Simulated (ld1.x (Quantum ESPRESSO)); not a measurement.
## Before and after: TM potential for selenium (Se)

```json
{
  "Element": "selenium",
  "Generator": "ld1.x (Quantum ESPRESSO) 7.5",
  "Type": "norm-conserving Troullier–Martins (Kleinman–Bylander form)",
  "Functional": "PBEsol",
  "Relativity": "fully relativistic",
  "Frozen core": "[Ar] 3d10",
  "Valence charge": "6",
  "Reference configuration": "4s2 4p2.5 (charge +1.5)",
  "Partial waves": "4s (bound): rc 1.60 bohr; 4p (bound): rc 1.70 bohr; 4d channel at 0.05 Ry: rc 1.30 bohr",
  "Local potential": "all-electron potential smoothed inside 1.60 bohr (lloc = -2)",
  "Core correction": "none"
}
```

Open shells are filled in proportion to 2j + 1 (rel_dist='average').

Change: local potential the p channel.

Cutoffs: the cutoffs (Ry, on a coarse ladder) from which the occupation-weighted sum of valence levels, in a spherical-Bessel basis at the reference potential, stays within 10 and 1 mRy of its value at 400 Ry; they do not see the model core or the augmentation charge, which bear on the density cutoff. Errors are all-electron minus pseudo energies relative to the spin-unpolarised reference configuration.

Predict the effect on cutoff, ghosts and configuration errors.

The potential gets neither clearly harder nor softer (40 Ry and 55 Ry → 40 Ry and 55 Ry); both files keep a bound ghost (d); the miss of the reference levels goes from 0.00 to 0.33 eV; the number of tests with a reliable result goes from 7 to 6; of the 6 tests that both files solve, the error grows in 6 and shrinks in 0 by more than 15 % and 0.3 meV (median size 0.3 → 6.6 meV); the range in which the s phases agree widens (upper end 2.4 → 4.4); the range in which the p3/2 phases agree widens (upper end 3.9 → 5.0). In the changed file the local p channel has no projectors, so it cannot carry the spin–orbit splitting, and the file is wrong for that shell.

| quantity | base | changed |
| --- | --- | --- |
| cutoff, loose | 40 Ry | 40 Ry |
| cutoff, tight | 55 Ry | 55 Ry |
| loose cutoff by channel (10 mRy a level) | s 21 Ry, p 15 Ry | s 25 Ry, p 18 Ry |
| bound ghosts | d3/2, d5/2 | d5/2, d3/2 |
| largest miss of a reference level, eV | 0.00 | 0.33 |
| tests with a reliable result | 7 of 7 | 6 of 7 |
| error for 4s2 4p4, meV [ΔE -19.78 eV] | -0.3 | -9.7 |
| error for 4s2 4p3, meV [ΔE -8.93 eV] | -0.1 | -2.4 |
| error for 4s2 4p2, meV [ΔE 11.45 eV] | -0.2 | +0.6 |
| error for 4s2 4p0, meV [ΔE 84.57 eV] | +7.8 | -22 |
| error for 4s2 4p1, meV [ΔE 42.35 eV] | -1.2 | -7.1 |
| error for 4s2 4p3.5, meV [ΔE -15.47 eV] | -0.3 | -6.0 |
| s: phases at 1.85 bohr within 0.05 rad from the reference energy up to (Ry; the scan ends near 5) | 2.4 | 4.4 |
| p1/2: phases at 1.85 bohr within 0.05 rad from the reference energy up to (Ry; the scan ends near 5) | 4.0 | n/a |
| p3/2: phases at 1.85 bohr within 0.05 rad from the reference energy up to (Ry; the scan ends near 5) | 3.9 | 5.0 |
| d3/2: phases at 1.85 bohr within 0.05 rad from the reference energy up to (Ry; the scan ends near 5) | to the end of the scan | to the end of the scan |
| d5/2: phases at 1.85 bohr within 0.05 rad from the reference energy up to (Ry; the scan ends near 5) | to the end of the scan | to the end of the scan |

Base: ld1.x printed “convergence not achieved” for 7 of the counted tests; their residual had stalled under 1e-8, short of the target of 1e-14. Changed file: ld1.x printed “convergence not achieved” for 6 of the counted tests; their residual had stalled under 1e-8, short of the target of 1e-14. A true bound ghost makes a file unfit for plane-wave use even where its test errors are small: the radial tests pick states by their node count and pass the ghost by.
